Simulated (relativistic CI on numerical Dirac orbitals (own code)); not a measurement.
# Level scheme of Nd21+

Calculated at this level of theory: Dirac-Coulomb-Breit CI, orbitals from a KLI potential per configuration, model QED (radiative potential, 1s self-energy scaled to tabulated hydrogen-like ionisation energies), unscaled Slater integrals (own radial code, finite nucleus).

Configuration list (outside the closed core [Ar] 3d10): 4s²4p⁶4d³, 4s²4p⁵4d⁴, 4s²4p⁶4d²4f, 4s4p⁶4d⁴, 4s²4p⁵4d³4f, 4s²4p⁶4d²5s, 4s4p⁶4d³4f, 4s²4p⁶4d²5p, 4s²4p⁶4d4f5s, 4s²4p⁶4d²5d, 4s²4p⁵4d³5s, 4s²4p⁶4d5s5p, 4s²4p⁶4d²5f, 4s²4p⁵4d³5p, 4s²4p⁶4d²6s, 4s²4p⁶4d²5g, 4s²4p⁶4d²6p, 4s4p⁶4d³5s, 4s²4p⁶4d²6f, 4s²4p⁶4d²7s, 4s²4p⁶4d4f², 4s²4p⁶4f³, 4s²4p⁵4d4f³, 4s²4p⁶4f²5s, 4s4p⁶4d4f³, 4s²4p⁶4d5s², 4s²4p⁶4f5s², 4s²4p⁵4d4f5s², 4s4p⁶4d4f5s², 4s²4p⁶4d5p², 4s²4p⁶4f5p², 4s²4p⁵4d4f5p², 4s²4p⁶5s5p², 4s4p⁶4d4f5p². Double excitations out of closed p, d and f shells are left out; levels of such configurations are missing from the list, as are those of other unlisted configurations, and high levels can miss mixing partners. These lack a partner that the ground configuration has and come out too high: 4s²4p⁶4d²5p, 4s²4p⁶4d²5d, 4s²4p⁵4d³5s, 4s²4p⁶4d²5f, 4s²4p⁵4d³5p.

The lowest level is 4s²4p⁶4d³ ⁴F3/2, with 73 % of that term; Hund's rules for 4s²4p⁶4d³ give ⁴F with J = 3/2, in agreement.

| No. | Configuration | Term | J | E (eV) | % | Landé g | Lifetime (s) |
| --- | --- | --- | --- | --- | --- | --- | --- |
| 1 | 4s²4p⁶4d³ | ⁴F | 3/2 | 0.000 | 73 | 0.533 |  |
| 2 | 4s²4p⁶4d³ | ⁴F | 5/2 | 3.270 | 91 | 1.039 | 1.59e-03 |
| 3 | 4s²4p⁶4d³ | ⁴F | 7/2 | 5.334 | 71 | 1.151 | 7.37e-03 |
| 4 | 4s²4p⁶4d³ | ⁴P | 3/2 | 5.777 | 47 | 1.359 | 1.34e-03 |
| 5 | 4s²4p⁶4d³ | ²G | 9/2 | 6.247 | 40 | 1.143 | 1.81e-01 |
| 6 | 4s²4p⁶4d³ | ⁴P | 1/2 | 6.739 | 70 | 2.083 | 4.60e-03 |
| 7 | 4s²4p⁶4d³ | ²G | 7/2 | 9.791 | 68 | 0.991 | 5.14e-04 |
| 8 | 4s²4p⁶4d³ | ⁴P | 5/2 | 10.184 | 85 | 1.532 | 1.83e-03 |
| 9 | 4s²4p⁶4d³ | ²H | 9/2 | 10.289 | 51 | 1.109 | 8.87e-04 |
| 10 | 4s²4p⁶4d³ | ²D | 3/2 | 11.845 | 44 | 1.161 | 2.91e-04 |
| 11 | 4s²4p⁶4d³ | ²P | 1/2 | 12.570 | 70 | 1.250 | 5.44e-04 |
| 12 | 4s²4p⁶4d³ | ²H | 11/2 | 13.103 | 99 | 1.089 | 1.79e-03 |
| 13 | 4s²4p⁶4d³ | ²D | 5/2 | 14.135 | 91 | 1.192 | 6.77e-04 |
| 14 | 4s²4p⁶4d³ | ²F | 5/2 | 15.272 | 80 | 0.950 | 9.46e-04 |
| 15 | 4s²4p⁶4d³ | ²F | 7/2 | 15.875 | 90 | 1.123 | 1.02e-03 |
| 16 | 4s²4p⁶4d³ | ²G | 9/2 | 16.103 | 58 | 1.097 | 3.42e-04 |
| 17 | 4s²4p⁶4d³ | ²P | 3/2 | 17.709 | 56 | 1.186 | 2.82e-04 |
| 18 | 4s²4p⁶4d³ | ²D | 3/2 | 23.087 | 96 | 0.817 | 2.58e-04 |
| 19 | 4s²4p⁶4d³ | ²D | 5/2 | 24.266 | 78 | 1.165 | 1.45e-04 |
| 20 | 4p⁵4d⁴(5D) | ⁶D° | 3/2 | 105.068 | 37 | 1.759 | 1.56e-09 |
| 21 | 4p⁵4d⁴(5D) | ⁶D° | 5/2 | 105.844 | 56 | 1.601 | 1.70e-09 |
| 22 | 4p⁵4d⁴(5D) | ⁶D° | 7/2 | 106.583 | 62 | 1.524 | 2.52e-09 |
| 23 | 4p⁵4d⁴(5D) | ⁶D° | 9/2 | 107.572 | 58 | 1.471 | 1.53e-08 |
| 24 | 4p⁵4d⁴(5D) | ⁶D° | 1/2 | 108.251 | 56 | 2.622 | 3.33e-10 |
| 25 | 4p⁵4d⁴(5D) | ⁴F° | 3/2 | 111.130 | 26 | 1.122 | 8.68e-10 |
| 26 | 4p⁵4d⁴(5D) | ⁶F° | 11/2 | 111.197 | 59 | 1.358 | 2.08e-08 |
| 27 | 4p⁵4d⁴(5D) | ⁶P° | 3/2 | 112.166 | 23 | 1.761 | 2.81e-10 |
| 28 | 4p⁵4d⁴(3F) | ⁴D° | 7/2 | 112.360 | 23 | 1.123 | 1.45e-09 |
| 29 | 4p⁵4d⁴(5D) | ⁴F° | 5/2 | 113.223 | 36 | 1.221 | 4.11e-10 |
| 30 | 4p⁵4d⁴(3H) | ⁴H° | 9/2 | 113.451 | 22 | 1.176 | 1.88e-09 |
| 31 | 4p⁵4d⁴(3F) | ⁴D° | 5/2 | 113.809 | 38 | 1.311 | 6.76e-10 |
| 32 | 4p⁵4d⁴(3F) | ⁴D° | 1/2 | 114.249 | 58 | 0.615 | 7.48e-10 |
| 33 | 4p⁵4d⁴(3G) | ⁴F° | 3/2 | 114.327 | 32 | 1.315 | 4.54e-10 |
| 34 | 4p⁵4d⁴(3D) | ⁴F° | 7/2 | 114.339 | 36 | 1.242 | 3.31e-10 |
| 35 | 4p⁵4d⁴(5D) | ⁶F° | 9/2 | 114.590 | 46 | 1.346 | 1.08e-09 |
| 36 | 4p⁵4d⁴(3F) | ⁴F° | 7/2 | 114.641 | 32 | 1.292 | 3.72e-10 |
| 37 | 4p⁵4d⁴(3G) | ⁴H° | 11/2 | 115.136 | 42 | 1.148 | 1.99e-09 |
| 38 | 4p⁵4d⁴(3H) | ⁴G° | 5/2 | 115.283 | 46 | 0.773 | 3.54e-11 |
| 39 | 4p⁵4d⁴(3D) | ⁴D° | 7/2 | 115.943 | 39 | 1.159 | 1.33e-10 |
| 40 | 4p⁵4d⁴(3D) | ⁴P° | 3/2 | 115.983 | 31 | 1.447 | 7.82e-10 |
| 41 | 4p⁵4d⁴(3P) | ⁴D° | 5/2 | 116.392 | 39 | 1.321 | 1.36e-10 |
| 42 | 4p⁵4d⁴(3G) | ⁴H° | 13/2 | 116.484 | 55 | 1.172 | 1.36e-09 |
| 43 | 4p⁵4d⁴(3H) | ⁴G° | 9/2 | 116.699 | 41 | 1.114 | 9.77e-11 |
| 44 | 4p⁵4d⁴(3F) | ⁴G° | 11/2 | 116.741 | 45 | 1.234 | 4.86e-10 |
| 45 | 4p⁵4d⁴(3D) | ⁴P° | 5/2 | 117.408 | 34 | 1.309 | 2.29e-10 |

Energies count from the lowest computed level; ° marks odd parity; lifetimes are radiative, by E1, M1, E2, M2, E3 decay to levels of this space only. Percentages are summed over parent terms; the parents shown are those of the largest component, closed shells are left out there.

The mean weight of the leading LS term, summed over parents, in these 45 levels is 54 %, and that of the leading jj configuration (from the same eigenvectors) 69 %, so jj coupling describes them better and the LS labels are nominal.

At this charge energies of transitions that change n are usually good to better than 1 %, and those within a shell (Δn = 0) to a few per cent. Terms inside the open d or f shell come out 10 to 20 % too wide with unscaled integrals.

LS names give the leading component of a level, which can be under half, so a name can repeat, a term be missing and a line seem to break the LS rules.
